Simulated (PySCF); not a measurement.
H6O4SiTi, SMILES [OH][Ti]1([OH])([OH])[O][SiH3]->1, multiplicity 1.

Geometry optimised at B3LYP-D3(BJ)/def2-SVP. The spin state was assumed, not searched. Other conformers were not sampled.

Level of theory: TDA-B3LYP/def2-SVPD (PySCF).

Vertical excitations. The molecule is in vacuum.

### Question
List the lowest excited states. (An estimate is asked for; the answer gives what the named calculation found.)

### Answer

| state | energy (eV) | λ (nm) | f | main pairs |
|---|---|---|---|---|
| S1 | 5.36 | 231 | 0.000 | HOMO−1→LUMO 41 %, HOMO→LUMO+1 37 %, HOMO→LUMO 8 %, HOMO−1→LUMO+1 8 % |
| S2 | 5.42 | 229 | 0.005 | HOMO→LUMO 46 %, HOMO−1→LUMO+1 46 % |
| S3 | 5.42 | 229 | 0.005 | HOMO→LUMO+1 48 %, HOMO−1→LUMO 44 % |
| S4 | 5.65 | 219 | 0.070 | HOMO−1→LUMO+1 36 %, HOMO→LUMO 35 %, HOMO→LUMO+1 7 %, HOMO−1→LUMO 7 % |
| S5 | 6.03 | 206 | 0.006 | HOMO−2→LUMO 83 % |
| S6 | 6.03 | 206 | 0.006 | HOMO−2→LUMO+1 82 % |
| S7 | 6.25 | 198 | 0.000 | HOMO−5→LUMO 53 %, HOMO−4→LUMO 14 %, HOMO−3→LUMO 9 % |
| S8 | 6.25 | 198 | 0.000 | HOMO−5→LUMO+1 53 %, HOMO−3→LUMO 10 %, HOMO−3→LUMO+1 8 % |
| S9 | 6.26 | 198 | 0.003 | HOMO−3→LUMO+1 39 %, HOMO−4→LUMO 33 %, HOMO−4→LUMO+1 8 % |
| S10 | 6.35 | 195 | 0.003 | HOMO−4→LUMO+1 33 %, HOMO−3→LUMO 31 %, HOMO−6→LUMO+1 6 %, HOMO−7→LUMO 6 % |
| T1 | 5.20 | 238 | 0 | HOMO→LUMO 46 %, HOMO−1→LUMO+1 39 % |
| T2 | 5.24 | 236 | 0 | HOMO−1→LUMO 37 %, HOMO→LUMO+1 33 %, HOMO−1→LUMO+1 9 %, HOMO→LUMO 9 % |
| T3 | 5.25 | 236 | 0 | HOMO−1→LUMO+1 38 %, HOMO→LUMO 33 %, HOMO→LUMO+1 9 %, HOMO−1→LUMO 9 % |
| T4 | 5.30 | 234 | 0 | HOMO→LUMO+1 45 %, HOMO−1→LUMO 42 % |
Triplets are in the Tamm–Dancoff approximation.
